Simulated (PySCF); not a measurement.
A mixed set of molecules. Theory: TDDFT B3LYP/def2-SVPD, vertical, gas phase, core orbitals frozen in the response (PySCF 2.14.0, density-fitted response routines). Geometries: GFN2-xTB; one conformer of each isolated species. Triplets are in the Tamm–Dancoff approximation. 'Strongest' means the level of largest summed f among the lowest 8 singlets; it needn't be the same kind of state in each.

Question: Rank by computed energy of the strongest computed level, lowest first.
A. `C[C@@H]1C=C[C@@H]1N`
B. `C/C=P\C1=CC=CC=N1`
C. `Cc1ccccc1C#N`
D. `CC(C)S(=O)(=O)Cl`

Answer: B (4.40 eV), C (6.64 eV), A (6.83 eV), D (7.58 eV).

| SMILES | strongest (eV) | first f ≥ 0.01 (nm) | T1 (eV) | f (strongest) | S1 (eV) | α (au) | S1 mainly |
| --- | --- | --- | --- | --- | --- | --- | --- |
| C/C=P\c1ccccn1 | 4.40 | 282 | 2.70 | 0.16 | 3.90 | 116.6 | H-1→L (95%) |
| Cc1ccccc1C#N | 6.64 | 249 | 3.76 | 0.47 | 4.99 | 96.2 | H→L (38%) |
| C[C@@H]1C=C[C@@H]1N | 6.83 | 227 | 4.35 | 0.10 | 5.45 | 66.6 | H→L (93%) |
| CC(C)S(=O)(=O)Cl | 7.58 | 197 | 5.14 | 0.09 | 5.73 | 77.5 | H→L (96%) |

H and L stand for HOMO and LUMO.
